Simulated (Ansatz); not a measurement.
Gas-phase electronic energies from Ansatz, PBE0-D4/def2-TZVP geometries. CCSD(T)/CBS is the MP2 limit (def2-TZVPP, def2-QZVPP) plus CCSD(T) − MP2 in def2-TZVPP, frozen cores. DFT in def2-TZVPP. B3LYP here is the variant with VWN-RPA as its local correlation; programs differ in this. Each species was taken in one conformer, which may not be the lowest.

`C=CC[O][AlH2]` + `N[SiH2]F` → `F[SiH2][NH][AlH2]` + `C=CCO`  (ligand exchange at the Al–O bond)

`C=CC[O][AlH2]`:

```xyz
12

C    -0.288    0.387    2.078
C    -0.884    0.318    0.897
C    -0.561   -0.700   -0.146
O    -0.257   -0.081   -1.370
Al    1.212    0.220   -2.151
H    -0.562    1.136    2.813
H     0.495   -0.312    2.357
H    -1.659    1.033    0.629
H     0.263   -1.336    0.206
H    -1.431   -1.352   -0.303
H     2.541   -0.381   -1.531
H     1.132    1.067   -3.479
```

`N[SiH2]F`:

```xyz
7

N    -0.184   -0.611   -0.831
Si    0.217    0.320    0.528
F    -0.875    1.425    0.928
H    -0.850   -1.364   -0.784
H    -0.088   -0.255   -1.767
H     1.458    1.068    0.230
H     0.323   -0.583    1.695
```

`F[SiH2][NH][AlH2]`:

Z-matrix (Å, degrees):
```
Si
N 1 1.707
F 1 1.603 2 112.0
H 1 1.480 2 108.3 3 117.8
H 1 1.482 2 111.3 3 -117.8
Al 2 1.790 1 128.8 3 -100.2
H 2 1.013 1 114.9 3 77.7
H 6 1.581 2 117.4 1 179.2
H 6 1.579 2 117.5 1 -1.4
```

`C=CCO`:

```xyz
10

C    -0.301   -1.054   -1.102
C     0.013   -0.645    0.120
C     0.538    0.715    0.438
O    -0.273    1.393    1.379
H    -0.175   -0.403   -1.962
H    -0.685   -2.050   -1.291
H    -0.128   -1.307    0.972
H     0.654    1.296   -0.487
H     1.524    0.641    0.905
H    -1.168    1.415    1.029
```

```csv
level,ΔE (kJ/mol)
PBE-D4,29.8
r2SCAN-D4,32.0
B3LYP-D4,35.7
HF/def2-TZVPP,36.4
SCS-MP2/def2-TZVPP,32.5
CCSD/def2-TZVPP,31.2
CCSD(T)/def2-TZVPP,30.2
HF/def2-QZVPP,36.8
```

**Question.** What does CCSD(T)/CBS give? (Best estimate.)

**Answer.** The calculation gave: +30.6 kJ/mol. The listed levels differ from it by -0.8, 1.4, 5.1, 5.8, 1.9, 0.6, -0.4, 6.2 kJ/mol.

Largest T1 diagnostic among the species: 0.013.

In def2-TZVPP, CCSD(T) changes the Hartree–Fock value by −6.2 kJ/mol (the triples alone add −1.0 kJ/mol) and MP2 by −4.7 kJ/mol.
